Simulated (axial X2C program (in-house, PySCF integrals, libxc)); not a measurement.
**Worked dissociation energy of PbN⁻: BLYP, without spin–orbit coupling**

Calculated with an in-house all-electron X2C program for linear molecules (integrals from PySCF). Spin-free means the one-electron spin-free X2C Hamiltonian. Basis: Pb dyall-acv3z [13s15p11d8f1g], N dyall-av3z [7s7p3d2f] (cores contracted in-house); Gaussian nuclei, density fitting, unrestricted open shells. Masses: Pb 207.977 u, N 14.003 u.

Molecular state: M_S = 0, Λ = 0 (closed shell).

| Property | Result |
| --- | --- |
| E(Pb-) (2M_S = 3, M_L = 0) | -20887.405310 hartree |
| E(N) (2M_S = 3, M_L = 0) | -54.623237 hartree |
| E(PbN⁻) at Re | -20942.174498 hartree |
| ωe | 676.0 cm⁻¹ |
| ωexe | 2.87 cm⁻¹ |

(1) Work out De and D0.

The state is one determinant whose occupation by symmetry is held fixed; it was picked as the lowest of a PBE0 search that is not exhaustive. The closed shell is kept restricted, so the energy runs too high when the bond is stretched far. De is counted from the lowest determinant-based energies of the atoms at the same level, without counterpoise correction. The highest occupied level of some functionals is positive through self-interaction error; at Hartree–Fock it is bound. Spin-free De lacks the spin–orbit lowering of the heavy p-block atom, a tenth of an eV or more for 4p and 5p, up to an eV for 6p and one to two eV for 7p atoms, less what an open-shell molecule gains itself.

Each atomic determinant is the lowest at this level and need not be a pure term. Totals compare only within one Hamiltonian and basis.

Answers

(1) De = -20887.405310 + (-54.623237) − (-20942.174498) = 0.14595 hartree = 3.972 eV. The zero-point energy is ωe/2 − ωexe/4 = 337 cm⁻¹ = 0.042 eV, so D0 = 3.930 eV.
